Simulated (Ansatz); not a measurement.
Calculated with Ansatz (gas phase, PBE0-D4/def2-TZVP geometries, no zero-point term in ΔE). CCSD(T)/CBS is the MP2 limit (def2-TZVPP, def2-QZVPP) plus CCSD(T) − MP2 in def2-TZVPP, frozen cores. This one scheme is used for every species. Each species was taken in one conformer, which may not be the lowest.

Consider the hydrogenolysis of a C–Si bond: `BC([SiH3])BCl` + H₂ → `BCBCl` + SiH₄.

```json
{"species": "`BC([SiH3])BCl`", "MP2/def2-TZVPP energy (Eh)": "-840.52255"}
{"species": "H₂", "MP2/def2-TZVPP energy (Eh)": "-1.16460"}
{"species": "`BCBCl`", "MP2/def2-TZVPP energy (Eh)": "-550.27964"}
{"species": "SiH₄", "MP2/def2-TZVPP energy (Eh)": "-291.40196"}
```

Problem. Work out ΔE.

Solution. ΔE = (-550.27964) + (-291.40196) − (-840.52255) − (-1.16460) = 0.00555 Eh = +3.5 kcal/mol. CCSD(T)/CBS gives +2.2 kcal/mol.

Largest T1 diagnostic among the species: 0.012.

The D4 term adds +3.5 kcal/mol with B3LYP and +1.9 kcal/mol with PBE0; it sums over pairs of atoms, weighted by their polarisabilities, and B3LYP, whose exchange is more repulsive, gets the larger term. In def2-TZVPP, CCSD(T) changes the Hartree–Fock value by +9.8 kcal/mol (the triples alone add +1.9 kcal/mol) and MP2 by +12.0 kcal/mol. From PBE to PBE0 (25 % exact exchange), in def2-TZVPP and without D4, ΔE moves by −0.8 kcal/mol.

B3LYP here is the variant with VWN-RPA as its local correlation; programs differ in this.
